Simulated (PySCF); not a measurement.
Some computed properties have been withheld. Give your best values.

Compound: C₇H₁₁F.
SMILES: `F[C@]12CCC[C@H](C1)C2`

| property | level | value |
| --- | --- | --- |
| point group | PBE0-D3(BJ)/def2-SVP | ? |
| rotational constants A, B, C | PBE0-D3(BJ)/def2-SVP | 3.384, 2.078, 1.663 GHz |
| dipole moment | CAM-B3LYP/def2-SVPD | 2.15 D |
| HOMO energy | CAM-B3LYP/def2-SVPD | -9.65 eV |
| LUMO energy | CAM-B3LYP/def2-SVPD | 1.25 eV |
| lowest singlet excitation | TDDFT CAM-B3LYP/def2-SVPD | 8.13 eV (152 nm, f = 0.001) |
| strongest line among the 10 lowest singlet transitions | TDDFT CAM-B3LYP/def2-SVPD | S8 at 9.06 eV (137 nm, f = 0.045) |
| lowest triplet excitation (Tamm–Dancoff) | TDA CAM-B3LYP/def2-SVPD | 7.94 eV |
| static isotropic polarisability | CAM-B3LYP/def2-SVPD | ? |
| vertical ionisation energy | ΔSCF CAM-B3LYP/def2-SVPD | ? |
| electronic spatial extent ⟨r²⟩ about the centre of nuclear charge | CAM-B3LYP/def2-SVPD | 840 bohr² |
| 13C chemical shifts (computed TMS as zero) by class | GIAO PBE0/pcSseg-1 | 91.0 (1 C), 41.1 (2 C), 36.1 (1 C), 29.8 (1 C), 26.0 (1 C), 19.7 (1 C) ppm |
| 1H chemical shifts (computed TMS as zero) by class | GIAO PBE0/pcSseg-1 | 1.99 (2 H), 1.95 (1 H), 1.79 (2 H), 1.67 (2 H), 1.62 (2 H), 1.42 (2 H) ppm |
| isotropic shieldings of nuclei other than C and H, by class | GIAO PBE0/pcSseg-1 | 321 (1 F) ppm |
| largest of the computed one-bond spin–spin couplings (means over like bonds) | B3LYP/pcJ-1, spin–dipole term left out for some pairs | 19F–13C -292.4, 13C–1H +153.3, 13C–1H +146.5 (×2), 13C–1H +142.9 (×2), 13C–1H +134.9 (×2), 13C–1H +134.0 (×2), 13C–1H +133.6 (×2), 13C–13C +38.7 Hz |
| core binding energies | ΔSCF SCAN, pcX-2 on the ionised atom, pcseg-1 elsewhere, spin-free X2C | C1s 290.4 (×2), C1s 290.6, C1s 290.6, C1s 290.6, C1s 290.7, C1s 292.5, F1s 691.8 eV |

Gas-phase values; electronic properties from PySCF, density fitting. Geometry: PBE0-D3(BJ)/def2-SVP; no solvent or vibrations. NMR classes are plain means over equivalent atoms (diastereotopic ones count apart unless rotation or inversion swaps them), as if these changed places fast; in this geometry the members of some classes differ.

What is the point group?

C1.

What is the static isotropic polarisability?

76.4 au.

What is the vertical ionisation energy?

10.39 eV.

No computed singlet falls in the visible range (750 to 380 nm, 1.65 to 3.26 eV); S1 lies 4.87 eV above its blue end. The rotational constants make it an asymmetric top with κ = (2B − A − C)/(A − C) = -0.52, nearer the prolate limit (−1). The dipole matches unit charges of opposite sign 0.45 Å apart (1 e·Å = 4.8032 D).
